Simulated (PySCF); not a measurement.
Two-component Hartree-Fock for Hg⁶²⁺ (mercury, charge +62)

Start: [Ar]. Calculated with PySCF 2.14 in an even-tempered Gaussian basis (18 s from 20 bohr⁻², ratio 2.4; 14 p from 26 bohr⁻², ratio 2.4; 4 d from 95 bohr⁻², ratio 2.6; 4 f from 140 bohr⁻², ratio 2.6): generalised Hartree-Fock with the X2C-1e Hamiltonian and a Gaussian nucleus; one run each with spin-orbit coupling (SO) switched off, then screened by Boettger's factors.

```csv
spinor shell,electrons,"ε, spin-free (eV)","ε, screened SO (eV)",weight of nominal j (screened SO),"rms radius, screened SO (bohr)"
1s1/2,2,-88422.6,-88391.5,1.000,0.0187
2s1/2,2,-19668.5,-19659.4,1.000,0.0748
2p1/2,2,-17639.2,-19068.4,1.000,0.0632
2p3/2,4,-17639.2,-17082.8,1.000,0.0709
3s1/2,2,-7699.0,-7696.3,1.000,0.181
3p1/2,2,-7085.7,-7454.1,1.000,0.172
3p3/2,4,-7085.7,-6939.2,1.000,0.185
```

```json
{"quantity": "E (hartree)", "spin-free": "-15418.20744", "screened SO": "-15449.19817"}
{"quantity": "M_J", "spin-free": "0", "screened SO": "0"}
{"quantity": "⟨J²⟩", "spin-free": "0.000", "screened SO": "0.000"}
{"quantity": "⟨L²⟩", "spin-free": "0.000", "screened SO": "0.079"}
{"quantity": "⟨S²⟩", "spin-free": "0.000", "screened SO": "0.079"}
```

Breit and QED terms are absent; they matter most for the inner s and p1/2 levels.

Densities and radii are taken from the X2C orbitals without a picture-change correction, which distorts them close to the nucleus.

Without spin-orbit coupling the j labels of p, d and f shells carry no meaning; the spin-free column gives the mean over the occupied spinors of each nl shell.
